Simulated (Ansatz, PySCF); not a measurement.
Species: SbH$_{2}$ (charge 0, doublet). 
Structure (B3LYP-D3(BJ)/def2-TZVP (Ansatz, a first-principles code) minimum search):
```
Sb
H 1 1.7178
H 1 1.7178 2 90.34
```
Charge 0, spin multiplicity 2.

Total electronic energies in hartree. Correlated levels leave the core frozen unless marked. Open shells are spin-unrestricted. No spin-orbit coupling. Frozen are the shells of the preceding noble gas and the d and f shells that filled before the atom's block. Past Kr the def2 sets carry scalar-relativistic core potentials. CBS marks a two-point X^-3 extrapolation of the correlation energy; Hartree-Fock from the larger set.

```json
[
 {"level": "RI-HF/def2-QZVPPD", "program": "Ansatz", "energy (Eh)": "-240.40576"},
 {"level": "revPBE-D3(BJ)/def2-TZVPD", "program": "Ansatz + dftd3", "energy (Eh)": "-241.46946"},
 {"level": "BP86-D3(BJ)/def2-TZVPD", "program": "PySCF + dftd3", "energy (Eh)": "-241.54954"},
 {"level": "PBE0/def2-TZVP", "program": "Ansatz", "energy (Eh)": "-241.42083"},
 {"level": "BHLYP-D3(BJ)/def2-TZVPD", "program": "Ansatz + dftd3", "energy (Eh)": "-241.35350"},
 {"level": "BHLYP/def2-TZVPD", "program": "Ansatz", "energy (Eh)": "-241.35185"},
 {"level": "r2SCANh/def2-TZVPD", "program": "Ansatz", "energy (Eh)": "-241.49823"},
 {"level": "HSE06-D3(BJ)/def2-TZVPD", "program": "Ansatz + dftd3", "energy (Eh)": "-241.41957"},
 {"level": "HSE06/def2-TZVPD", "program": "Ansatz", "energy (Eh)": "-241.41888"},
 {"level": "wB97M-V/def2-TZVPD", "program": "Ansatz", "energy (Eh)": "-241.36936"},
 {"level": "PBE-QIDH/def2-TZVPD", "program": "Ansatz", "energy (Eh)": "-241.13495"},
 {"level": "MP2/def2-TZVPPD", "program": "Ansatz", "energy (Eh)": "-240.51635"},
 {"level": "SCS-MP2/def2-TZVPPD", "program": "Ansatz", "energy (Eh)": "-240.52416"},
 {"level": "CCSD(T)/def2-QZVPPD", "program": "Ansatz", "energy (Eh)": "-240.55428"},
 {"level": "CCSD(T)/CBS(def2-TZVPPD,def2-QZVPPD)", "program": "Ansatz", "energy (Eh)": "-240.5599"}
]
```

Totals of different functionals don't rank their quality; only differences between species are comparable.
